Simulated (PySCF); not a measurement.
Species: C₂H₇NSi.
Numbering: `[CH2:1]=[CH:2][SiH2:3][NH2:4]` (hydrogens: H5, H6 on C1; H7 on C2; H8, H9 on Si3; H10, H11 on N4)

All values: CAM-B3LYP/def2-SVPD (PySCF, non-relativistic), on one gas-phase PBE0-D3(BJ)/def2-SVP geometry that isn't relaxed in the solvent. The solvent is an IEF-PCM continuum (Bondi radii, 1.10 Å for H, scaled by 1.2), and excitations are vertical TDDFT with non-equilibrium linear response and a frozen core. Only the electrostatic response of the medium enters.

Gas-phase singlets (H = HOMO, L = LUMO):

```
state  E (eV)  λ (nm)      f  leading configurations
   S1   6.106     203  0.013                 H→L 85%
   S2   6.726     184  0.016    H-2→L 51%, H→L+1 30%
   S3   7.090     175  0.244    H-1→L 48%, H→L+1 30%
   S4   7.301     170  0.151    H-1→L 40%, H-2→L 26%
   S5   7.601     163  0.048   H→L+2 51%, H-1→L+2 9%
```

Question: How does the list change in tetrahydrofuran (ε = 7.426)?

Answer: 
```json
{"state": "S1", "E (eV)": "6.149", "λ (nm)": "202", "f": "0.015", "leading configurations": "H→L 84%", "change by rank (eV)": "+0.043"}
{"state": "S2", "E (eV)": "6.738", "λ (nm)": "184", "f": "0.039", "leading configurations": "H-2→L 57%, H→L+1 19%", "change by rank (eV)": "+0.012"}
{"state": "S3", "E (eV)": "7.004", "λ (nm)": "177", "f": "0.421", "leading configurations": "H-1→L 70%, H→L+1 19%", "change by rank (eV)": "-0.086"}
{"state": "S4", "E (eV)": "7.267", "λ (nm)": "171", "f": "0.074", "leading configurations": "H→L+1 36%, H-2→L 25%", "change by rank (eV)": "-0.034"}
{"state": "S5", "E (eV)": "7.595", "λ (nm)": "163", "f": "0.051", "leading configurations": "H→L+2 51%, H→L+1 10%", "change by rank (eV)": "-0.006"}
```

Question: What are the lowest 5 singlets in dichloromethane (ε = 8.93)?

Answer: 
```tsv
state	E (eV)	λ (nm)	f	leading configurations	change by rank (eV)
S1	6.151	202	0.015	H→L 84%	+0.045
S2	6.738	184	0.041	H-2→L 57%, H→L+1 19%	+0.012
S3	7.001	177	0.426	H-1→L 70%, H→L+1 19%	-0.089
S4	7.267	171	0.072	H→L+1 36%, H-2→L 25%	-0.034
S5	7.595	163	0.052	H→L+2 51%, H→L+1 10%	-0.006
```

Question: The ground-state energy changes by -0.128 eV from gas to dichloromethane. By how much does the total energy of gas-phase S1 change?

Answer: E(S1) = E(S0) + excitation energy, so it changes by -0.128 + 0.045 = -0.083 eV: it is lowered less than the ground state, which is what a blue shift means. This is the vertical state, with the slow part of the continuum still set for S0.

Question: How do the frontier levels move from gas to dichloromethane?

Answer: 
```json
{"orbital": "LUMO+2", "gas (eV)": "1.76", "solvent (eV)": "1.84", "change (eV)": "+0.08", "Löwdin shares, gas": "C1 29 %, C2 12 %, H5 12 %, Si3 11 %", "Löwdin shares, solvent": "C1 26 %, Si3 13 %, C2 12 %, H5 9 %"}
{"orbital": "LUMO+1", "gas (eV)": "1.43", "solvent (eV)": "1.52", "change (eV)": "+0.09", "Löwdin shares, gas": "Si3 35 %, C2 11 %, C1 11 %, N4 10 %", "Löwdin shares, solvent": "Si3 40 %, C1 11 %, C2 10 %, N4 8 %"}
{"orbital": "LUMO", "gas (eV)": "0.59", "solvent (eV)": "0.65", "change (eV)": "+0.06", "Löwdin shares, gas": "C1 30 %, C2 24 %, Si3 15 %, N4 6 %", "Löwdin shares, solvent": "C1 32 %, C2 26 %, Si3 14 %, H8 5 %"}
{"orbital": "HOMO", "gas (eV)": "-8.78", "solvent (eV)": "-8.75", "change (eV)": "+0.03", "Löwdin shares, gas": "N4 56 %, Si3 14 %, H9 10 %, H10 5 %", "Löwdin shares, solvent": "N4 56 %, Si3 14 %, H9 10 %, H10 5 %"}
{"orbital": "HOMO-1", "gas (eV)": "-9.32", "solvent (eV)": "-9.30", "change (eV)": "+0.02", "Löwdin shares, gas": "C2 38 %, C1 36 %, Si3 7 %, N4 4 %", "Löwdin shares, solvent": "C2 38 %, C1 36 %, Si3 7 %, N4 4 %"}
{"orbital": "HOMO-2", "gas (eV)": "-10.30", "solvent (eV)": "-10.24", "change (eV)": "+0.06", "Löwdin shares, gas": "C2 30 %, Si3 19 %, C1 16 %, H7 8 %", "Löwdin shares, solvent": "C2 30 %, Si3 19 %, C1 16 %, H7 8 %"}
{"orbital": "HOMO-3", "gas (eV)": "-10.99", "solvent (eV)": "-11.00", "change (eV)": "-0.01", "Löwdin shares, gas": "Si3 33 %, H8 21 %, H9 17 %, N4 13 %", "Löwdin shares, solvent": "Si3 33 %, H8 21 %, H9 17 %, N4 12 %"}
```

The HOMO–LUMO gap goes from 9.37 to 9.40 eV.

Shape of the structure used: `[CH2:1]=[CH:2][SiH2:3][NH2:4]`: C1–C2–Si3–N4 125°, H–N4–Si3–C2 161°, H–N4–Si3–C2 -58°.
